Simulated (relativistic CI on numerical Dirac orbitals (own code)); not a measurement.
Electric-dipole transitions in Mo15+

Computed by Dirac-Coulomb-Breit CI, KLI orbitals optimised for each configuration, QED by a radiative potential, unscaled Slater integrals (own radial code, finite nucleus).

CI space (outside the closed core [Ne]): 3s2 3p6 3d9, 3s2 3p5 3d10, 3s 3p6 3d10, 3s2 3p6 3d8 4s, 3s2 3p6 3d8 4p, 3s2 3p6 3d8 4d, 3s2 3p6 3d7 4s2, 3s2 3p6 3d8 4f, 3s2 3p6 3d7 4s 4p, 3s2 3p5 3d9 4s, 3s2 3p6 3d8 5s, 3s2 3p6 3d7 4p2, 3s2 3p6 3d8 5p, 3s2 3p4 3d10 4s, 3s2 3p6 3d7 4s 4d, 3s2 3p5 3d9 4p. Levels of other configurations are missing.

```tsv
λ vac (Å)	Lower	Upper	A (s⁻¹)	log gf	S velocity/length
46.107	3s2 3p6 3d9 2D_5/2 [1]	3s2 3p6 3d8 4p 2F°_7/2 [44]	2.35e+11	-0.22	0.92
68.532	3s2 3p6 3d9 2D_3/2 [2]	3s2 3p5 3d10 2P°_1/2 [4]	5.77e+11	-0.09	0.72
74.652	3s2 3p6 3d9 2D_5/2 [1]	3s2 3p5 3d10 2P°_3/2 [3]	4.13e+11	0.14	0.70
229.09	3s2 3p6 3d8 4p 4G°_7/2 [24]	3s2 3p6 3d8 4d 4H_9/2 [81]	3.29e+10	0.41	0.99
229.40	3s2 3p6 3d8 4p 2G°_9/2 [22]	3s2 3p6 3d8 4d 4G_9/2 [72]	2.72e+10	0.33	0.93
230.93	3s2 3p6 3d8 4p 2G°_9/2 [22]	3s2 3p6 3d8 4d 4H_11/2 [69]	4.92e+10	0.67	0.99
231.48	3s2 3p6 3d8 4p 4D°_7/2 [21]	3s2 3p6 3d8 4d 4D_5/2 [68]	4.59e+10	0.34	0.87
233.47	3s2 3p6 3d8 4p 2H°_9/2 [43]	3s2 3p6 3d8 4d 2I_11/2 [108]	5.32e+10	0.72	1.00
246.59	3s2 3p6 3d8 4p 2G°_7/2 [39]	3s2 3p6 3d8 4d 2G_9/2 [93]	4.39e+10	0.60	0.98
246.62	3s2 3p6 3d8 4d 4H_11/2 [69]	3s2 3p6 3d8 4f 4I°_13/2 [139]	4.19e+10	0.73	1.01
247.00	3s2 3p6 3d8 4p 4G°_11/2 [27]	3s2 3p6 3d8 4d 4H_13/2 [71]	5.03e+10	0.81	0.99
247.48	3s2 3p6 3d8 4p 4G°_9/2 [35]	3s2 3p6 3d8 4d 4H_11/2 [86]	4.99e+10	0.74	0.99
248.77	3s2 3p6 3d8 4p 4F°_9/2 [29]	3s2 3p6 3d8 4d 4G_11/2 [73]	3.68e+10	0.61	0.98
249.05	3s2 3p6 3d8 4p 2H°_11/2 [54]	3s2 3p6 3d8 4d 2I_13/2 [112]	4.92e+10	0.81	1.00
249.62	3s2 3p6 3d8 4d 4H_13/2 [71]	3s2 3p6 3d8 4f 4I°_15/2 [137]	5.21e+10	0.89	1.01
249.83	3s2 3p6 3d8 4d 4H_11/2 [86]	3s2 3p6 3d8 4f 4I°_13/2 [150]	5.19e+10	0.83	1.01
332.21	3s2 3p6 3d8 4s 2G_9/2 [18]	3s2 3p6 3d8 4p 2G°_9/2 [63]	1.20e+10	0.30	0.89
341.66	3s2 3p6 3d8 4s 4F_9/2 [5]	3s2 3p6 3d8 4p 4F°_9/2 [29]	8.01e+09	0.15	0.89
341.83	3s2 3p6 3d8 4s 2D_5/2 [15]	3s2 3p6 3d8 4p 2F°_7/2 [58]	1.23e+10	0.24	1.05
341.90	3s2 3p6 3d8 4s 4P_5/2 [11]	3s2 3p6 3d8 4p 4D°_7/2 [50]	1.07e+10	0.18	1.05
348.49	3s2 3p6 3d8 4s 2F_7/2 [9]	3s2 3p6 3d8 4p 4F°_7/2 [38]	7.86e+09	0.06	0.90
349.58	3s2 3p6 3d8 4s 4F_7/2 [6]	3s2 3p6 3d8 4p 2F°_7/2 [30]	8.87e+09	0.11	0.87
351.17	3s2 3p6 3d8 4s 4F_9/2 [5]	3s2 3p6 3d8 4p 4G°_11/2 [27]	1.30e+10	0.46	1.17
352.70	3s2 3p6 3d8 4s 4F_7/2 [6]	3s2 3p6 3d8 4p 4F°_9/2 [29]	5.13e+09	-0.02	1.08
353.15	3s2 3p6 3d8 4s 2F_5/2 [10]	3s2 3p6 3d8 4p 2G°_7/2 [39]	8.74e+09	0.12	1.10
354.49	3s2 3p6 3d8 4s 2F_7/2 [9]	3s2 3p6 3d8 4p 4G°_9/2 [35]	1.20e+10	0.35	1.15
359.51	3s2 3p6 3d8 4s 2G_9/2 [18]	3s2 3p6 3d8 4p 2H°_11/2 [54]	1.22e+10	0.45	1.23
393.15	3s2 3p6 3d8 4s 4F_9/2 [5]	3s2 3p6 3d8 4p 2G°_9/2 [22]	3.81e+09	-0.05	0.95
407.83	3s2 3p6 3d8 4s 4F_7/2 [6]	3s2 3p6 3d8 4p 2G°_9/2 [22]	4.51e+09	0.05	1.23
408.39	3s2 3p6 3d8 4s 4F_9/2 [5]	3s2 3p6 3d8 4p 4D°_7/2 [21]	7.14e+09	0.15	0.71
```

Terms are leading LS components. Brackets give the number of a level in order of energy, since labels repeat. The list gives strong lines, with weight on those to low levels, among the lowest 200 of 1190 levels, so that lines to higher ones, which can be the strongest, are missing. Levels whose partners in the same complex of configurations lie outside the list can be far off, and so can their lines. Rates are taken at the computed energies, electric ones in the length gauge. A velocity-to-length ratio far from 1 marks an uncertain rate.

At this charge energies of transitions that change n are usually good to better than 1 %, and those within a shell (Δn = 0) to a few per cent.

**Question.** From the table, what is the radiative lifetime of 3s2 3p6 3d8 4p 4F°_9/2?

**Answer.** The listed rates from this level add up to about 1.31e+10 s⁻¹, 98 % of its decay; with all channels τ = 7.48e-11 s.

LS names give the leading component of a level, which can be under half, so a name can repeat, a term be missing and a line seem to break the LS rules.
